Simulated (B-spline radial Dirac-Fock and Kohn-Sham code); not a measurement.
The computed values come from a radial finite-basis atomic code: Dirac-Hartree-Slater photoionisation with all multipoles and Dirac-Fock thresholds. Kinetic energies are from the vacuum level. Open shells are spread statistically over j, without multiplet splitting. Without correlation, outer binding energies are uncertain by a few eV, most for open f shells.

Q: A free atom or ion in its tabulated ground configuration is ionised with Cu Kα (8047.8 eV) photons and gives these photoelectron lines. Identify it and assign the lines.

```csv
kinetic energy (eV),relative cross section
219.7,100.0
6567.2,7.5
6674.8,1.5
6688.3,2.9
```

A: Fe¹⁷⁺, [He] 2s2 2p5. Binding energies are hν less the kinetic energy: 1s 7828.1 eV, 2s 1480.6 eV, 2p1/2 1373.0 eV, 2p3/2 1359.5 eV.
